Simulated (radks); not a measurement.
Values are calculated unless marked as measured or tabulated.
Species: the osmium ion Os2+. Configuration: [Xe] 4f14 5d6. Level of theory: Dirac Kohn-Sham, LDA (Slater exchange, Perdew-Wang correlation), spin-unpolarised, spherical densities, finite nucleus; open shells fill j = l - 1/2 first; Fermi nuclear charge, rms radius 5.4126 fm (a radial shooting solver on a logarithmic mesh with Libxc functionals).

Unscreened Slater integrals over Kohn-Sham orbitals (hartree). Large and small components are both included.

integral,value
"F0(5d5/2,5d5/2)",0.52394
"F2(5d5/2,5d5/2)",0.26948
"F4(5d5/2,5d5/2)",0.17704
"F0(5d5/2,5d3/2)",0.53254
"F2(5d5/2,5d3/2)",0.27376
"G2(5d5/2,5d3/2)",0.27346
"G4(5d5/2,5d3/2)",0.17976
"F0(5d5/2,5p3/2)",0.60624
"F2(5d5/2,5p3/2)",0.29362
"G1(5d5/2,5p3/2)",0.35030
"G3(5d5/2,5p3/2)",0.21543
"F0(5d5/2,4f7/2)",0.68332
"F2(5d5/2,4f7/2)",0.15202
"F4(5d5/2,4f7/2)",0.070023
"G1(5d5/2,4f7/2)",0.052752
"G3(5d5/2,4f7/2)",0.047727
"G5(5d5/2,4f7/2)",0.037649
"F0(5d3/2,5d3/2)",0.54163
"F2(5d3/2,5d3/2)",0.27874
"F0(5d3/2,5p3/2)",0.62023
"F2(5d3/2,5p3/2)",0.30527
"G1(5d3/2,5p3/2)",0.37069
"G3(5d3/2,5p3/2)",0.22798
"F0(5d3/2,4f7/2)",0.70424
"F2(5d3/2,4f7/2)",0.16232
"G3(5d3/2,4f7/2)",0.052261
"G5(5d3/2,4f7/2)",0.041096
"F0(5p3/2,5p3/2)",0.75012
"F2(5p3/2,5p3/2)",0.40327
"F0(5p3/2,4f7/2)",0.92520
"F2(5p3/2,4f7/2)",0.28569
"G2(5p3/2,4f7/2)",0.11515
"G4(5p3/2,4f7/2)",0.095352
"F0(4f7/2,4f7/2)",1.6390
"F2(4f7/2,4f7/2)",0.80116
"F4(4f7/2,4f7/2)",0.50733
"F6(4f7/2,4f7/2)",0.36635
